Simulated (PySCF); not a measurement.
Delta-SCF ions had no search for a lower state. Excitations are Tamm–Dancoff values on a coarser integration grid. The basis has no diffuse functions, so Rydberg states are missing or too high.

## HCl$_{2}$In, SMILES `[Cl][InH][Cl]` (charge 0, multiplicity 1)

Calculation: TPSSh-D3(BJ)/def2-TZVP // B3LYP-D3(BJ)/def2-TZVP (PySCF 2.14.0).

| Quantity | Value |
|---|---|
| HOMO | -8.19 eV |
| dipole moment | 2.57 D |
| LUMO | -2.33 eV |
| HOMO–LUMO gap | 5.86 eV |
| S1 excitation (TDA) | 5.41 eV |
| S1 oscillator strength | 0.000 |
| T1 excitation (TDA) | 4.91 eV |
| S1–T1 gap (TDA) | 0.50 eV |
| vertical ionisation energy (Delta-SCF) | 10.83 eV |
| total energy | -1111.2250 Ha |
| cost | very roughly 2.1 core-minutes |

```xyz
4

Cl    -1.9105    -1.1164     0.0413
In    -0.0045     0.2297    -0.0132
Cl     1.9524    -1.0389     0.0829
H     -0.0375     1.9255    -0.1109
```
Charge 0, spin multiplicity 1.
